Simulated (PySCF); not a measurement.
## Telling isomers of C₄H₄F₂O₃ apart by NMR

- geometry from GFN2-xTB
- GIAO PBE0/pcSseg-1 shieldings
- J: B3LYP/pcJ-1 (spin–dipole term left out of most H,H and C,H couplings)
- run in PySCF 2.14.0 with density-fitted response routines
- one conformer, rapidly exchanging positions averaged, isolated molecule, no relativistic terms

Referencing at the same level of theory: TMS for 1H (σ = 31.72 ppm), 13C (σ = 186.93 ppm). Multiplet labels drop J under 1 Hz and among equivalent protons, and merge close values. Unscaled 3J(H,H) run several per cent high. Splittings of carbon signals by F and P are missing where no couplings were computed. Where no couplings were computed, multiplicities follow the n + 1 count of equivalent neighbours, and m marks all less simple cases (inequivalent or close neighbours, rings, F or P nearby). Vicinal couplings that depend on rotamer populations or ring flexing (ring, CH–CH, X–H and H–F types) are those of the one conformer. One-bond C–F couplings are unscaled and too large by tens of Hz. Shifts are as computed. Against solution values, carbons near 30 ppm lie about +3 ppm off and those near 130 ppm about +5 ppm. Of 1211 compounds with measured shifts, 218 miss one by over three times the rms of a fit or turn the order of signals round; such compounds aren't used in these exercises.

(1) Tabulate the signals of `C[C@@H]1OC(=O)OC1(F)F`, `O=C1C[C@@H](OC(F)F)O1`, `O=C1OCCC(F)(F)O1` and their relative energies.

(2) What is the quickest way to tell O=C1C[C@@H](OC(F)F)O1 from O=C1OCCC(F)(F)O1?

(3) What is the quickest way to tell C[C@@H]1OC(=O)OC1(F)F from O=C1OCCC(F)(F)O1?

(4) What is the quickest way to tell C[C@@H]1OC(=O)OC1(F)F from O=C1C[C@@H](OC(F)F)O1?

Answers

(1) 
| SMILES | carbon types | δC | δH | E rel. (kcal/mol) |
| --- | --- | --- | --- | --- |
| C[C@@H]1OC(=O)OC1(F)F | 2×C 1×CH 1×CH3 | 152.3, 133.7, 83.2, 17.9 | 4.79 (dqd, 1H), 1.57 (dd, 3H) | 0.0 |
| O=C1C[C@@H](OC(F)F)O1 | 1×C 2×CH 1×CH2 | 168.0, 122.7, 90.7, 49.6 | 6.70 (m, 1H), 5.90 (m, 1H), 3.64 (m, 1H), 3.57 (m, 1H) | 23.5 |
| O=C1OCCC(F)(F)O1 | 2×C 2×CH2 | 146.4, 129.1, 65.2, 33.6 | 4.56 (m, 2H), 2.25 (m, 2H) | 5.7 |

Energies are electronic energies at PBE0/pcSseg-1 on these geometries, without zero-point or thermal terms, each for the one conformer computed, which needn't be the lowest.

(2) Both give the same number of carbon signals, but DEPT or the intensities differ. The first has an sp3 CH bonded to 2 F and O at 122.7 ppm, the second a fully substituted sp3 carbon bonded to 2 F and O (C) at 129.1 ppm. Their most deshielded carbons lie at 168.0 and 146.4 ppm. In the proton spectra the most deshielded non-exchanging signals are 6.70 (m, 1H) and 4.56 (m, 2H).

(3) Both give the same number of carbon signals, but DEPT or the intensities differ. The first has an sp3 CH bonded to O at 83.2 ppm, the second an sp3 CH2 bonded to O at 65.2 ppm. Their most deshielded carbons lie at 152.3 and 146.4 ppm.

(4) Both give the same number of carbon signals, but DEPT or the intensities differ. The first has a methyl carbon (CH3) at 17.9 ppm, the second an sp3 CH2 α to a carbonyl at 49.6 ppm. Their most deshielded carbons lie at 152.3 and 168.0 ppm. In the proton spectra the most deshielded non-exchanging signals are 4.79 (dqd, J = 12.8, 7.0, 5.5 Hz, 1H) and 6.70 (m, 1H).
